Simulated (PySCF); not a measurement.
Estimate the missing entries of this data sheet.

Species: C5H6N2Si.
Numbering: `[N:1]#[C:2][c:3]1[cH:4][cH:5][n:6]([SiH3:7])[cH:8]1` (hydrogens: H9 on C4; H10 on C5; H11, H12, H13 on Si7; H14 on C8)

```csv
property,level,value
"rotational constants A, B, C",PBE0-D3(BJ)/def2-SVP,?
dipole moment,B3LYP/def2-SVPD,6.42 D
HOMO energy,B3LYP/def2-SVPD,?
LUMO energy,B3LYP/def2-SVPD,-0.82 eV
lowest singlet excitation,TDDFT B3LYP/def2-SVPD,"5.39 eV (230 nm, f = 0.001)"
strongest line among the 10 lowest singlet transitions,TDDFT B3LYP/def2-SVPD,"S8 at 6.40 eV (194 nm, f = 0.192)"
lowest triplet excitation (Tamm–Dancoff),TDA B3LYP/def2-SVPD,3.94 eV
static isotropic polarisability,B3LYP/def2-SVPD,97.4 au
vertical ionisation energy,ΔSCF B3LYP/def2-SVPD,?
electronic spatial extent ⟨r²⟩ about the centre of nuclear charge,B3LYP/def2-SVPD,1372 bohr²
13C chemical shifts (computed TMS as zero) by class,GIAO PBE0/pcSseg-1,"138.5 (C8), 128.6 (C5), 123.9 (C4), 120.0 (C2), 103.8 (C3) ppm"
1H chemical shifts (computed TMS as zero) by class,GIAO PBE0/pcSseg-1,"7.04 (H14), 6.83 (H9), 6.71 (H10), 5.03 (H11/H12/H13) ppm"
"isotropic shieldings of nuclei other than C and H, by class",GIAO PBE0/pcSseg-1,"-54 (N1), 92 (N6), 394 (Si7) ppm"
```

The electronic properties come from PySCF, for the isolated species, density fitting.

Give the rotational constants A, B, C.

5.536, 0.914, 0.792 GHz.

Give the HOMO energy.

-6.81 eV.

What is the vertical ionisation energy?

8.84 eV.

The dipole matches unit charges of opposite sign 1.34 Å apart (1 e·Å = 4.8032 D). The ΔSCF ionisation energy exceeds −ε(HOMO) by 2.03 eV with B3LYP. No computed singlet falls in the visible range (750 to 380 nm, 1.65 to 3.26 eV); S1 lies 2.13 eV above its blue end. The 10 singlets span 5.39 to 6.82 eV, and their oscillator strengths add up to 0.49.

For the geometry optimisation (PBE0-D3(BJ)/def2-SVP), time: 2.1 min wall; peak memory 0.57 GiB. Hardware: one thread of an Arm Neoverse N1, shared host with 64 logical CPUs at a one-minute load of 60.
